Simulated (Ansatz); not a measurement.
Stepwise reaction of `[NH2][Ti]([OH])([Cl])[Cl]` with hydrogen fluoride, as a gas-phase model of exchange steps in deposition or etching. ΔE in kJ/mol; ΔG adds harmonic PBE0-D4 terms to CCSD(T)/CBS, at 1 bar.

Calculated with Ansatz (gas phase, PBE0-D4/def2-TZVP geometries, no zero-point term in ΔE). CCSD(T)/CBS is the MP2 limit (def2-TZVPP, def2-QZVPP) plus CCSD(T) − MP2 in def2-TZVPP, frozen cores. This one scheme is used for every species. DFT in def2-TZVPP. B3LYP here is the variant with VWN-RPA as its local correlation; programs differ in this. For Ti outer-core shells are correlated without core-valence functions, which leaves a few kJ/mol of doubt a bond. Scalar relativity is left out up to krypton. One conformer a species, not always the lowest.

| step | reaction | PBE-D4 | B3LYP-D4 | ωB97M-V | CCSD(T)/CBS | ΔG(500 K) |
| --- | --- | --- | --- | --- | --- | --- |
| 1 | `[NH2][Ti]([OH])([Cl])[Cl]` + H–F → `[NH2][Ti]([OH])([F])[Cl]` + HCl | -16.6 | -16.5 | -19.5 | -5.3 | -11.2 |

Problem. Give the row of step 2, `[NH2][Ti]([OH])([F])[Cl]` + H–F → `[NH2][Ti]([OH])([F])[F]` + HCl. (An estimate is asked.)

Solution. Ansatz gave: 
```
step                                                            reaction  PBE-D4  B3LYP-D4  ωB97M-V  CCSD(T)/CBS  ΔG(500 K)
   2  `[NH2][Ti]([OH])([F])[Cl]` + H–F → `[NH2][Ti]([OH])([F])[F]` + HCl   -15.3     -15.4    -17.7         -5.4      -11.3
```

Problem. By hand: ΔE of the 2 steps together at CCSD(T)/CBS.

Solution. (-5.3) + (-5.4) = -10.7 kJ/mol, or -5.3 kJ/mol a step.

In ΔE the steps differ by no more than 0.1 kJ/mol. All are downhill at CCSD(T)/CBS. ΔG lies between -11.3 and -11.2 kJ/mol a step. PBE-D4 differs from CCSD(T)/CBS by -11.3 to -9.9 kJ/mol a step. Isolated molecules leave out the surface, adducts and barriers. Largest T1 diagnostic: 0.024.
